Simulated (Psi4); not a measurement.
C$_{2}$H$_{8}$Si$_{2}$, triplet, at the geometry of the source list (a higher spin typed on purpose: for a closed-shell molecule this is an excited state); CISD/cc-pVDZ (Psi4 1.11).

Input for Psi4:
```
memory 2 GB

molecule mol {
0 3
  C     0.255200    0.360500    1.252100
  Si    1.347300   -0.249000   -0.203200
  C    -0.259600   -0.389800   -1.242300
  Si   -1.342500    0.281200    0.192500
  H     0.505500    1.346900    1.631900
  H     0.250600   -0.304700    2.112200
  H     2.304600    0.741400   -0.698700
  H     2.037500   -1.520200    0.036800
  H    -0.274600    0.210000   -2.147900
  H    -0.504300   -1.405000   -1.545600
  H    -1.959900    1.582100   -0.071400
  H    -2.360000   -0.653400    0.683600
}

set basis cc-pvdz
set reference uhf

energy('cisd')
print_variables()
```

The log (banner, timings and long lists left out):

```
Traceback (most recent call last):
  File "psi4", line 375, in <module>
  File "<string>", line 33, in <module>
  File "site-packages/psi4/driver/driver.py", line 461, in energy
  File "site-packages/psi4/driver/task_planner.py", line 255, in task_planner
  File "site-packages/psi4/driver/driver_util.py", line 222, in negotiate_derivative_type
  File "site-packages/psi4/driver/driver_util.py", line 355, in highest_analytic_derivative_available

psi4.driver.p4util.exceptions.MissingMethodError: Method=cisd is not available for any derivative level under conditions CI_TYPE=CONV, REFERENCE=UHF, FREEZE_CORE=FALSE, QC_MODULE=(auto). See https://psicode.org/psi4manual/master/introduction.html#ss-cisd. Or did you mean? ccd ccsd cisdt cisdtq qcisd lccsd ci2 ci3 ci4 ci5 ci6 ci7 ci8 ci9 ci10 ci11 ci12 ci13 ci14 ci15 ci16 ci17 ci18 ci19 ci20 ci21 ci22 ci23 ci24 ci25 ci26 ci27 ci28 ci29 ci30 ci31 ci32 ci33 ci34 ci35 ci36 ci37 ci38 ci39 ci40 ci41 ci42 ci43 ci44 ci45 ci46 ci47 ci48 ci49 ci50 ci51 ci52 ci53 ci54 ci55 ci56 ci57 ci58 ci59 ci60 ci61 ci62 ci63 ci64 ci65 ci66 ci67 ci68 ci69 ci70 ci71 ci72 ci73 ci74 ci75 ci76 ci77 ci78 ci79 ci80 ci81 ci82 ci83 ci84 ci85 ci86 ci87 ci88 ci89 ci90 ci91 ci92 ci93 ci94 ci95 ci96 ci97 ci98

Printing out the relevant lines from the Psithon --> Python processed input file:
      H    -2.360000   -0.653400    0.683600
    ""","mol")
    core.IO.set_default_namespace("mol")
    core.set_global_option("BASIS", "cc-pvdz")
    core.set_global_option("REFERENCE", "uhf")
--> energy('cisd')
    print_variables()

!----------------------------------------------------------------------------------!
!                                                                                  !
!  Method=cisd is not available for any derivative level under conditions          !
!     CI_TYPE=CONV, REFERENCE=UHF, FREEZE_CORE=FALSE, QC_MODULE=(auto). See        !
!     https://psicode.org/psi4manual/master/introduction.html#ss-cisd. Or did you  !
!     mean? ccd ccsd cisdt cisdtq qcisd lccsd ci2 ci3 ci4 ci5 ci6 ci7 ci8 ci9 ci10 !
!     ci11 ci12 ci13 ci14 ci15 ci16 ci17 ci18 ci19 ci20 ci21 ci22 ci23 ci24 ci25   !
!     ci26 ci27 ci28 ci29 ci30 ci31 ci32 ci33 ci34 ci35 ci36 ci37 ci38 ci39 ci40   !
!     ci41 ci42 ci43 ci44 ci45 ci46 ci47 ci48 ci49 ci50 ci51 ci52 ci53 ci54 ci55   !
!     ci56 ci57 ci58 ci59 ci60 ci61 ci62 ci63 ci64 ci65 ci66 ci67 ci68 ci69 ci70   !
!     ci71 ci72 ci73 ci74 ci75 ci76 ci77 ci78 ci79 ci80 ci81 ci82 ci83 ci84 ci85   !
!     ci86 ci87 ci88 ci89 ci90 ci91 ci92 ci93 ci94 ci95 ci96 ci97 ci98             !
!                                                                                  !
!----------------------------------------------------------------------------------!
```

The input was rejected before any calculation.
